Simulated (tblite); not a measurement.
Compound: C₇H₁₄OP (charge +1).
Structure used (GFN2-xTB), in Å, numbered top down from 1:
```xyz
23
C7H14OP angstrom
C      3.3483    1.8253   -0.5478
C      2.2773    0.8954   -0.3781
C      1.3738    0.1041   -0.2336
P      0.0939   -1.0482   -0.0397
C      0.7722   -2.5864    0.6250
C     -1.1597   -0.4357    1.1282
C     -1.7934    0.8952    0.7137
C     -2.0147    0.9269   -0.8057
O     -2.4404   -0.3274   -1.2890
H      3.5618    2.3261    0.3959
H      3.0786    2.5723   -1.2937
H      4.2432    1.2996   -0.8801
H     -0.4304   -1.3224   -1.2762
H      1.2086   -2.4053    1.6077
H     -0.0195   -3.3309    0.7109
H      1.5462   -2.9632   -0.0435
H     -1.9204   -1.2208    1.1904
H     -0.6772   -0.3511    2.1074
H     -2.7411    1.0100    1.2422
H     -1.1519    1.7316    0.9898
H     -1.0572    1.1276   -1.3028
H     -2.7107    1.7242   -1.0778
H     -3.3919   -0.4199   -1.1673
```

Level: GFN2-xTB in tblite, geometry and Hessian alike; calculated harmonic values, unscaled, isolated species. The method is semi-empirical: single wavenumbers can be off by several per cent or more. Modes of hydrogen on phosphorus can be 10 to 20 % off. One conformer, not necessarily the lowest. The optimisation stopped once no atom felt more than 0.01 eV/Å.

Lowest wavenumbers of the output (negative numbers stand for imaginary wavenumbers):
```
mode    cm-1
  1     -23.0
  2      39.2
  3      66.5
  4     106.4
  5     133.8
  6     156.4
  7     169.1
  8     185.6
  9     215.6
 10     266.6
```

Problem. Is this structure a minimum?

Solution. Not by this Hessian. 1 mode is imaginary beyond 20i (23i cm⁻¹), so at this level the point lies at or near a first-order saddle. The curvature is small, so loose convergence or finite differences may be the whole cause.

Problem. Which atoms move in the imaginary mode?

Solution. 23i: H10 (methyl hydrogen) 33 %, H12 (methyl hydrogen) 33 %, H11 (methyl hydrogen) 33 %. These are shares of the mass-weighted motion.

Problem. What is the remedy?

Solution. Step along that mode in both directions, optimise again with tighter thresholds and repeat the frequencies. The zero-point energy of this point (119.0 kcal/mol) counts the 62 real modes alone, and thermal corrections from it aren't those of a minimum.
